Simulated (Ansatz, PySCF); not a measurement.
This Ansatz (an electronic-structure program) input computes a r2SCAN/def2-TZVPD energy:

Ansatz 0.2 input:
```yaml
crystal:
  periodic: [false, false, false]
  atoms:
    - {symbol: C, position_ang: [-0.01842575, -0.01201890, -1.11898932]}
    - {symbol: C, position_ang: [0.00331066, 0.00215950, 0.20105489]}
    - {symbol: H, position_ang: [0.85046000, 0.27258854, -1.70682953]}
    - {symbol: H, position_ang: [-0.90609165, -0.30887639, -1.67165997]}
    - {symbol: C, position_ang: [0.02438704, 0.01590737, 1.48101601]}
basis:
  gaussian:
    orbitals: def2-TZVPD
hamiltonian:
  xc: {name: r2SCAN}
output: {forces: true}
```

Task: Write an input for the same energy in PySCF and say what it gives.

Result: 
```python
from pyscf import gto, scf, dft

mol = gto.M(
    atom='''
    C    -0.01842575   -0.01201890   -1.11898932
    C     0.00331066    0.00215950    0.20105489
    H     0.85046000    0.27258854   -1.70682953
    H    -0.90609165   -0.30887639   -1.67165997
    C     0.02438704    0.01590737    1.48101601
    ''',
    basis='def2-tzvpd',
    charge=0,
    spin=0,
    verbose=4,
)

mf = dft.RKS(mol, xc='r2scan').density_fit(auxbasis='def2-universal-jkfit')
mf.grids.level = 4
mf.conv_tol = 1e-9
mf.max_cycle = 100
mf.max_memory = 1500
mf.kernel()
if not mf.converged:
    mf = mf.newton()
    mf.kernel(mf.make_rdm1())
mf.analyze()
```
It gives -115.29670 Eh, and Ansatz -115.29668 Eh, a difference of 0.02 mEh, from the treatment of integrals and grids.
